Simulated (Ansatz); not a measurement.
A structure relaxed at PBE0-D4/def2-TZVP, charge 0, multiplicity 2:

Cartesian coordinates in Å:
```
C -0.1063 -1.5908 -1.0807
Al -0.0435 0.2431 -0.5286
C 0.1175 0.8687 1.3002
Br -0.1691 1.7902 -2.1863
H -0.1959 -1.9053 -2.1185
H -0.0557 -2.4342 -0.3937
H 1.0259 1.4652 1.4264
H -0.7225 1.5180 1.5638
H 0.1498 0.0450 2.0175
```

Give its formula and SMILES.

C2H5AlBr, `[CH2][Al]([CH3])[Br]`.

Point group (tolerance 0.08 Å, 0.16 Å for H)?

Cs.

Summarise the bond lengths by kind.

2 × Al–C 1.916 to 1.940 Å; 5 × C–H 1.088 to 1.094 Å; 1 × Al–Br 2.271 Å.

Results of the Gaussian-basis code of Ansatz.
